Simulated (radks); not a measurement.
The germanium ion Ge+ inside a hard spherical wall (all orbitals vanish at R), configuration held at [Ar] 3d10 4s2 4p1 and not refilled when levels cross. All-electron calculation, non-relativistic Kohn-Sham, PBEsol, spin-polarised, spherical densities, point nucleus; open shells are filled with parallel spins first. Program: a radial shooting solver on a logarithmic mesh with Libxc functionals. Eigenvalues in eV for spin up, with the zero of energy where the potential of the charges vanishes at infinity; a dash marks a level that is unbound or too diffuse for the functional's potential to be trusted. A positive occupied level is held by the wall or, in an anion where self-interaction has pushed it up, behind a barrier. The pressure on the wall is -dE/dV.

R (bohr)  E (hartree)  kinetic (hartree)    e(3p)    e(3d)    e(4s)    e(4p)  e(5s, empty)  e(4d, empty)  pressure (GPa)
free      -2074.86957           2073.386  -123.18  -39.161  -19.925  -11.714             -             -               0
20        -2074.86957           2073.386  -123.18  -39.161  -19.925  -11.714             -             -        < 0.0001
15        -2074.86957           2073.386  -123.18  -39.161  -19.925  -11.714        -4.561        -3.193        < 0.0001
12        -2074.86957           2073.386  -123.18  -39.161  -19.925  -11.714        -4.523        -3.157        < 0.0001
10        -2074.86956           2073.386  -123.18  -39.160  -19.924  -11.713        -4.361        -3.042        0.000434
5         -2074.83687           2073.608  -122.22  -38.219  -19.199  -10.606         5.454         1.448            4.84
4         -2074.70832           2074.258  -120.23  -36.280  -17.278   -7.781        19.718         7.479            38.2
3         -2074.01269           2077.010  -114.51  -30.728   -9.238    2.893        61.965        24.958             391
2.5       -2072.72905           2081.513  -107.78  -24.068    3.574   18.504        114.85        46.457            1550
2         -2068.84167           2094.362  -93.505   -9.205   38.068   57.627        230.87        92.994            7930
1.5       -2053.76395           2141.413  -55.567   32.641   152.42   177.37        537.14        214.62           61900
